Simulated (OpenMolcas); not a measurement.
Mo²⁺: effect of the active space

* Program: OpenMolcas 26.06
* Method: MS-CASPT2 or its RAS form, IPEA 0.25 Eh, imaginary shift 0.1 Eh
* Basis: ANO-RCC-VDZP
* Scalar Hamiltonian: DKH2, point nucleus
* Spin-orbit coupling: RASSI with atomic mean-field integrals over the reference wave functions, term energies averaged over their components

A. 4 electrons in 5 orbitals (4d); 2S+1 = 5 even, 5 roots; 2S+1 = 3 even, 45 roots; 2S+1 = 1 even, 50 roots; closed shells correlated: 4s 4p; CASPT2 step of the order of 13 core-seconds
B. 4 electrons in 6 orbitals (4d 5s); 2S+1 = 5 even, 15 roots; 2S+1 = 3 even, 95 roots; 2S+1 = 1 even, 90 roots; closed shells correlated: 4s 4p; CASPT2 step about 18 core-seconds
C. 4 electrons in 9 orbitals (RAS2 4d 5s; RAS3 5p, at most 2 electrons); 2S+1 = 5 even, 15 roots; 2S+1 = 3 even, 90 roots kept (CI in the orbitals of an earlier block); 2S+1 = 1 even, 90 roots kept (CI in the orbitals of an earlier block, 85 in the spin-orbit step); 2S+1 = 5 odd, 30 roots (21 in the spin-orbit step); 2S+1 = 3 odd, 84 roots kept (CI in the orbitals of an earlier block, 5 in the spin-orbit step); 2S+1 = 1 odd, 89 roots kept (CI in the orbitals of an earlier block, 0 in the spin-orbit step); closed shells correlated: 4s 4p; CASPT2 step about 120 core-seconds

Energies in cm-1 above 4d4 5D0, the measured ground level; measured values from Sugar and Musgrove, J. Phys. Chem. Ref. Data 17, 155 (1988).

| Level | A | B | C | Measured |
| --- | --- | --- | --- | --- |
| 4d4 5D0 | 0.0 | 0.0 | 0.0 | 0.0 |
| 4d4 5D1 | 248 | 264 | 267 | 242 |
| 4d4 5D2 | 687 | 728 | 736 | 668 |
| 4d4 5D3 | 1261 | 1333 | 1341 | 1224 |
| 4d4 5D4 | 1931 | 2040 | 2040 | 1872 |
| 4d4 3P0(1) | 12410 | 12240 | 12230 | 11149 |
| 4d4 3P1(1) | 13720 | 13570 | 13630 | 12510 |
| 4d4 3H4 | 14280 | 14440 | 14590 | 12680 |
| 4d4 3H5 | 14880 | 15100 | 15300 | 13276 |
| 4d4 3H6 | 15410 | 15670 | 15890 | 13811 |
| 4d4 3F3(1) | 15550 | 15470 | 15530 | 13948 |
| 4d4 3F2(1) | 15550 | 15430 | 15480 | 13929 |
| 4d4 3P2(1) | 15660 | 15550 | 15670 | 14358 |
| 4d4 3F4(1) [75 %] | 15880 | 15850 | 15950 | 14296 |
| 4d4 3G3 | 17610 | 17680 | 17820 | 15871 |
| 4d4 3G4 | 18030 | 18120 | 18280 | 16283 |
| 4d4 3G5 | 18450 | 18600 | 18780 | 16714 |
| 4d4 3D3 | 21280 | 21340 | 21390 | 19488 |
| 4d4 3D2 | 21410 | 21460 | 21520 | 19577 |
| 4d4 3D1 | 21700 | 21780 | 21850 |  |
| 4d4 1I6 | 22150 | 22340 | 22720 | 20290 |
| 4d4 1G4(1) | 22390 | 22520 | 22750 | 20612 |
| 4d4 1S0(1) | 24020 | 24230 | 24280 | 22990 |
| 4d4 1D2(1) | 26160 | 25770 | 25920 | 22806 |

Deviations, from unrounded energies. A percentage is the sum of absolute deviations over the sum of measured energies, with the sign that they share, or ± where signs differ.

```json
{"Against measurement": "mean absolute deviation (cm-1)", "Levels": "22", "A": "1400", "B": "1400", "C": "1500"}
{"Against measurement": "fine structure of the ground term (%)", "Levels": "4", "A": "+3.0", "B": "+8.8", "C": "+9.5"}
{"Against measurement": "other terms of the ground configuration (%)", "Levels": "18", "A": "+10.3", "B": "+10.5", "C": "+11.2"}
```

A, B lie about equally close to measurement and C furthest from it. The largest miss of A in the table is 4d4 1D2(1), by +3400 cm-1. The ranking rests on the paired levels alone, and a cruder setting can come out closer through cancelling errors.

The two smallest mean deviations differ by little beside CASPT2's spread within terms, so their order carries little weight.

Among A to C the level of the table that moves most is 4d4 1I6, by 570 cm-1 (lowest in A, highest in C). Moves below CASPT2's spread within the term are not significant.

CASPT2 breaks the degeneracy within a term, and the mean is taken; among the terms shown or strongly mixed into the levels shown the widest spread is 1300 cm-1 (4d4 1I, A). Some levels mix across a computed gap that differs much from the measured one, so their mixing is not that of the real levels. Levels of configurations with an s electron are missing; early in the row they begin among the upper levels of the d shell and mix with terms of their name (holds for A). The CASPT2 spread within a term exceeds the gap to the next term for 4d4 3D and 4d4 1G(1), 4d4 1G(1) and 4d4 1I, so the order of their levels is uncertain (holds for A). Blocks of more than 70 roots (2S+1 = 3 even, 1 even) ran without multistate coupling (holds for B; C). Some high roots are left out of the spin-orbit mixing, which shifts the levels that they would mix with (holds for C). Terms from blocks run as CI alone lack orbitals of their own (holds for C). Configurations are named by rounded mean occupations; where the s occupation lies near a half they are strongly mixed, a name can repeat and a true partner stay unpaired (holds for C). Some terms miss by over 15 % even with CASPT2, which points to a basis or an active space too small for the shells correlated (holds for C). Measured partners are found by configuration, term and J. A level has none where our copy of the source lacks it or the pairing is in doubt (some pairs that miss far off the trend of their configuration count as doubtful), and it then counts in no deviation. Only configurations of the active space appear. The table leaves out levels that lie high or whose names do not pair safely across all columns.

A share in square brackets marks a mixed level and gives the weight of the term that names it, the lowest over the columns. A number in round brackets counts repeated terms of one configuration in the order of the reference energies.
